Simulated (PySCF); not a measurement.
# Excitation energy of Ar(2+) by level of theory

Ar(2+) [Ne] 3s2 3p4 (3P) → Ar(2+) [Ne] 3s2 3p3 4s1 (5S), as a difference of total energies. Computed with PySCF 2.14 in aug-cc-pCVTZ-DK (8s7p5d3f, 75 functions), with the spin-free X2C one-electron Hamiltonian (Gaussian nucleus). Correlated levels: valence: [Ne] frozen; valence and next inner shell: 1s2 frozen; nothing frozen. The calculations carry no spin-orbit coupling.

```csv
method,excitation energy (cm⁻¹)
UHF,168280
LDA,173000
PBE,172860
PBE0,174040
r2SCAN,176670
TPSSh,176330
M06-2X,176450
B97-3,177390
B3LYP,174630
MP2 (valence),170930
SCS-MP2 (valence),172970
MP2 (valence and next inner shell),171100
SCS-MP2 (valence and next inner shell),173060
MP2 (all electrons),171130
SCS-MP2 (all electrons),173080
```

A first-order spin-orbit estimate (lowest level to lowest level, LS coupling) adds 0.063 eV.

The promoted electron is Rydberg-like, and one or two diffuse shells describe it only roughly, which tends to raise the upper state.
